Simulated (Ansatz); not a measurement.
# Ligand exchange: AuH + B(OH)F2 → AuOH + BHF2

Species: AuH, singlet; B(OH)F2 (difluorohydroxyborane), singlet; AuOH `[OH][Au]`, singlet; BHF2 `FBF`, singlet. The partners trade H for OH: Au–H and B–OH bonds give way to Au–OH and B–H.

Shapes, held fixed at every level: PBE0-D4/def2-TZVP. Programs: Ansatz 0.2.0. The zero-point and thermal change to 298 K, harmonic and unscaled (PBE0-D4/def2-TZVP), is +0.6 kJ/mol.

```json
{"level": "SPW92/def2-TZVPP", "kind": "LDA", "ΔH(298 K) (kJ/mol)": "+271.1", "less CCSD(T)/def2-TZVPP": "+17.9", "CPU time (sum over the molecules)": "5.1 s"}
{"level": "PBE0-D4/def2-TZVPP", "kind": "global hybrid", "ΔH(298 K) (kJ/mol)": "+253.6", "less CCSD(T)/def2-TZVPP": "+0.4", "CPU time (sum over the molecules)": "8.9 s"}
{"level": "wB97M-V/def2-TZVPP", "kind": "range-separated hybrid", "ΔH(298 K) (kJ/mol)": "+244.8", "less CCSD(T)/def2-TZVPP": "-8.4", "CPU time (sum over the molecules)": "27 s"}
{"level": "B2PLYP/def2-TZVPP", "kind": "double hybrid", "ΔH(298 K) (kJ/mol)": "+245.9", "less CCSD(T)/def2-TZVPP": "-7.3", "CPU time (sum over the molecules)": "14 s"}
{"level": "MP2/def2-SVP", "kind": "perturbation theory", "ΔH(298 K) (kJ/mol)": "+287.3", "less CCSD(T)/def2-TZVPP": "+34.1", "CPU time (sum over the molecules)": "–"}
{"level": "MP2/def2-TZVPP", "kind": "perturbation theory", "ΔH(298 K) (kJ/mol)": "+260.8", "less CCSD(T)/def2-TZVPP": "+7.6", "CPU time (sum over the molecules)": "–"}
{"level": "CCSD(T)/def2-TZVPP", "kind": "coupled cluster or CI", "ΔH(298 K) (kJ/mol)": "+253.2", "less CCSD(T)/def2-TZVPP": "0.0", "CPU time (sum over the molecules)": "54 s"}
```

The highest level, CCSD(T)/def2-TZVPP, gives ΔH(298 K) = +253.2 kJ/mol; the levels span +244.8 to +287.3. The column of differences is taken from that level and isn't an error. No measured value is set beside it here. For atoms past krypton def2 sets carry core potentials with scalar relativity. Outer-core shells of Au are correlated, in sets that cover them unevenly. Times are processor times on shared x86 and Arm servers, and rough.
